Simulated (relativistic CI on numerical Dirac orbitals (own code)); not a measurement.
## Calculated levels, Gd XXXVI

Computed by Dirac-Coulomb-Breit CI, orbitals from a KLI potential per configuration, a model potential for QED, unscaled Slater integrals (own radial code, finite nucleus).

Configuration list (outside the closed core [Ar]): 3d10 4s, 3d10 4p, 3d10 4d, 3d10 4f, 3d10 5s, 3d10 5p, 3d10 5d, 3d10 5f, 3d10 5g, 3d9 4p2, 3d10 6s, 3d10 6p, 3d10 6d, 3d8 4s 4p2, 3d9 4s2, 3d9 4p 4d. Levels of other configurations are missing.

The lowest level is 3d10 4s 2S_1/2, with 100 % of that term; Hund's rules for 3d10 4s give 2S with J = 1/2, in agreement.

```csv
No.,Configuration,Term,J,E (eV),%,Next component (%),Lifetime (s),jj configuration (%)
1,3d10 4s,2S,1/2,0.00,100,,,4s (100)
2,3d10 4p,2P°,1/2,74.35,100,,2.94e-11,4p1/2 (100)
3,3d10 4p,2P°,3/2,120.97,100,,6.63e-12,4p3/2 (100)
4,3d10 4d,2D,3/2,238.99,100,,2.53e-12,4d3/2 (100)
5,3d10 4d,2D,5/2,248.72,100,,4.69e-12,4d5/2 (100)
6,3d10 4f,2F°,5/2,375.27,100,,4.68e-12,4f5/2 (100)
7,3d10 4f,2F°,7/2,377.27,100,,5.48e-12,4f7/2 (100)
8,3d10 5s,2S,1/2,621.89,100,,2.68e-13,5s (100)
9,3d10 5p,2P°,1/2,657.45,100,,3.25e-13,5p1/2 (100)
10,3d10 5p,2P°,3/2,679.01,100,,4.54e-13,5p3/2 (100)
11,3d10 5d,2D,3/2,734.61,100,,4.51e-13,5d3/2 (100)
12,3d10 5d,2D,5/2,739.26,100,,4.04e-13,5d5/2 (100)
13,3d10 5f,2F°,5/2,794.93,100,,2.45e-13,5f5/2 (100)
14,3d10 5f,2F°,7/2,796.15,100,,2.42e-13,5f7/2 (100)
15,3d10 5g,2G,7/2,822.01,100,,1.22e-13,5g7/2 (100)
16,3d10 5g,2G,9/2,822.48,100,,1.23e-13,5g9/2 (100)
17,3d10 6s,2S,1/2,927.97,100,,3.00e-13,6s (100)
18,3d10 6p,2P°,1/2,947.58,100,,3.48e-13,6p1/2 (100)
19,3d10 6p,2P°,3/2,959.36,100,,4.66e-13,6p3/2 (100)
20,3d10 6d,2D,3/2,989.96,100,,4.51e-13,6d3/2 (100)
21,3d10 6d,2D,5/2,992.56,100,,4.11e-13,6d5/2 (100)
22,3d9 4s2,2D,5/2,1016.76,99,1 3d9 4p2 2D,4.14e-10,3d5/2^5 (99)
23,3d9 4s2,2D,3/2,1048.94,99,1 3d9 4p2 2D,1.34e-10,3d3/2^3 3d5/2^6 (99)
24,3d9 4p2,2D,5/2,1166.24,32,22 4D,,3d5/2^5 4p1/2^2 (98)
25,3d9 4p2,4F,3/2,1199.11,38,28 2D,,3d3/2^3 3d5/2^6 4p1/2^2 (93)
26,3d9 4p2,4D,7/2,1206.89,51,37 4F,,3d5/2^5 4p1/2 4p3/2 (100)
27,3d9 4p2,2D,3/2,1209.63,40,27 2P,,3d5/2^5 4p1/2 4p3/2 (95)
28,3d9 4p2,2F,5/2,1209.94,46,26 4P,,3d5/2^5 4p1/2 4p3/2 (100)
29,3d9 4p2,2G,9/2,1211.30,63,37 4F,,3d5/2^5 4p1/2 4p3/2 (100)
30,3d9 4p2,2P,3/2,1212.92,53,39 2D,,3d5/2^5 4p1/2 4p3/2 (99)
31,3d9 4p2,2D,5/2,1213.25,60,27 4P,,3d5/2^5 4p1/2 4p3/2 (99)
32,3d9 4p2,2S,1/2,1213.29,45,44 2P,,3d5/2^5 4p1/2 4p3/2 (99)
33,3d9 4p2,2F,7/2,1214.35,66,17 4F,,3d5/2^5 4p1/2 4p3/2 (99)
34,3d9 4p2,4D,1/2,1237.67,82,11 2P,,3d3/2^3 3d5/2^6 4p1/2 4p3/2 (99)
35,3d9 4p2,4F,3/2,1241.09,47,24 4D,,3d3/2^3 3d5/2^6 4p1/2 4p3/2 (99)
36,3d9 4p2,4F,5/2,1241.54,54,21 2D,,3d3/2^3 3d5/2^6 4p1/2 4p3/2 (99)
37,3d9 4p2,2G,7/2,1243.79,59,20 2F,,3d3/2^3 3d5/2^6 4p1/2 4p3/2 (99)
38,3d9 4p2,2P,1/2,1245.17,48,35 4P,,3d3/2^3 3d5/2^6 4p1/2 4p3/2 (99)
39,3d9 4p2,2F,5/2,1246.51,49,21 4D,,3d3/2^3 3d5/2^6 4p1/2 4p3/2 (98)
40,3d9 4p2,2D,3/2,1247.23,44,32 4P,,3d3/2^3 3d5/2^6 4p1/2 4p3/2 (98)
41,3d9 4p2,4F,9/2,1257.55,63,37 2G,,3d5/2^5 4p3/2^2 (100)
42,3d9 4p2,2F,7/2,1258.10,64,29 4D,,3d5/2^5 4p3/2^2 (98)
43,3d9 4p2,2P,1/2,1258.69,74,19 2S,,3d5/2^5 4p3/2^2 (98)
44,3d9 4p2,2D,5/2,1260.90,71,13 4D,,3d5/2^5 4p3/2^2 (98)
45,3d9 4p2,2P,3/2,1261.15,56,30 2D,,3d5/2^5 4p3/2^2 (98)
46,3d9 4p2,2D,5/2,1269.18,71,13 2F,,3d5/2^5 4p3/2^2 (98)
47,3d9 4p2,2D,3/2,1289.22,36,27 4D,,3d3/2^3 3d5/2^6 4p3/2^2 (99)
48,3d9 4p2,4P,1/2,1290.31,56,22 2P,,3d3/2^3 3d5/2^6 4p3/2^2 (100)
49,3d9 4p2,2F,7/2,1290.72,39,33 2G,,3d3/2^3 3d5/2^6 4p3/2^2 (100)
50,3d9 4p2,2F,5/2,1291.20,41,23 2D,,3d3/2^3 3d5/2^6 4p3/2^2 (98)
51,3d9 4p2,2D,3/2,1301.17,74,14 4F,,3d3/2^3 3d5/2^6 4p3/2^2 (98)
52,3d9 4p 4d,4P°,1/2,1314.85,69,16 4D°,,3d5/2^5 4p1/2 4d3/2 (96)
53,3d9 4p 4d,4D°,3/2,1317.26,36,28 4P°,,3d5/2^5 4p1/2 4d3/2 (97)
54,3d9 4p 4d,2H°,9/2,1318.84,42,30 4H°,,3d5/2^5 4p1/2 4d3/2 (99)
55,3d9 4p 4d,4F°,5/2,1320.24,32,21 4D°,,3d5/2^5 4p1/2 4d3/2 (99)
56,3d9 4p 4d,4G°,7/2,1320.98,27,24 2F°,,3d5/2^5 4p1/2 4d3/2 (99)
57,3d9 4p 4d,4P°,3/2,1331.04,36,29 2P°,,3d5/2^5 4p1/2 4d3/2 (79)
58,3d9 4p 4d,2F°,7/2,1332.84,30,26 2G°,,3d5/2^5 4p1/2 4d3/2 (98)
59,3d9 4p 4d,2P°,1/2,1334.05,45,23 4P°,,3d5/2^5 4p1/2 4d5/2 (94)
60,3d9 4p 4d,2D°,5/2,1334.53,25,23 4P°,,3d5/2^5 4p1/2 4d3/2 (89)
61,3d9 4p 4d,4F°,9/2,1334.59,59,20 2G°,,3d5/2^5 4p1/2 4d5/2 (99)
62,3d9 4p 4d,2D°,3/2,1334.67,47,17 4F°,,3d5/2^5 4p1/2 4d5/2 (79)
63,3d9 4p 4d,4H°,11/2,1335.14,47,32 2H°,,3d5/2^5 4p1/2 4d5/2 (93)
64,3d9 4p 4d,2D°,5/2,1337.68,26,23 2F°,,3d5/2^5 4p1/2 4d5/2 (88)
65,3d9 4p 4d,4F°,7/2,1337.95,29,24 2G°,,3d5/2^5 4p1/2 4d5/2 (93)
66,3d9 4p 4d,2D°,3/2,1338.95,34,27 2P°,,3d5/2^5 4p1/2 4d5/2 (90)
67,3d9 4p 4d,4D°,7/2,1339.06,38,31 2F°,,3d5/2^5 4p1/2 4d5/2 (98)
68,3d9 4p 4d,2F°,5/2,1339.15,39,23 2D°,,3d5/2^5 4p1/2 4d5/2 (92)
69,3d9 4p 4d,4G°,9/2,1339.52,35,28 2G°,,3d5/2^5 4p1/2 4d5/2 (94)
70,3d9 4p 4d,4D°,1/2,1344.65,61,16 2P°,,3d5/2^5 4p1/2 4d5/2 (52)
```

Energies count from the lowest computed level; ° marks odd parity; lifetimes are radiative, by E1, M1, E2, M2 decay to levels of this space only; some are left blank where a channel outside the calculation adds to the decay or the decay crosses a small, uncertain gap. Filled j subshells are mostly left out of the jj labels.

The mean weight of the leading LS term, summed over parents, in these 70 levels is 65 %, and that of the leading jj configuration (from the same eigenvectors) 97 %, so jj coupling describes them better and the LS labels are nominal.

At this charge energies of transitions that change n are usually good to better than 1 %, and those within a shell (Δn = 0) to a few per cent.

LS names give the leading component of a level, which can be under half, so a name can repeat, a term be missing and a line seem to break the LS rules.
